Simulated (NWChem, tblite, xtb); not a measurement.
**CH9NSi2 (SMILES CN([SiH3])[SiH3]): the dipole moment, rung by rung**

CH9NSi2 has 13 atoms, charge 0, and is taken as a singlet. SMILES: `CN([SiH3])[SiH3]`. Geometry: relaxed at PBE0-D4/def2-TZVP.

Each level gives the dipole moment (D). The values are calculated.

```
                             level            kind  program  value (D)   CPU time
                          GFN2-xTB  semi-empirical      xtb       0.85  under 2 s
                          GFN0-xTB  semi-empirical      xtb       1.39  under 2 s
                          GFN1-xTB  semi-empirical      xtb       1.60  under 2 s
                         IPEA1-xTB  semi-empirical   tblite       1.93  under 2 s
                          HF/3-21G    Hartree–Fock   NWChem       0.79        5 s
                       HF/def2-SVP    Hartree–Fock   NWChem       0.86       18 s
B3LYP/6-31G* (spherical functions)   global hybrid   NWChem       0.82       50 s
B3LYP/6-31G* (Cartesian functions)   global hybrid   NWChem       0.82       58 s
                     PBE0/def2-SVP   global hybrid   NWChem       0.86       26 s
```

The values span 0.79 to 1.93 D. Magnitudes only: a small dipole may point the other way at some levels. Sets without polarisation functions give poor dipoles. Times are those of the runs behind each value, whatever else they computed, on shared processors of several kinds: orders of magnitude only.
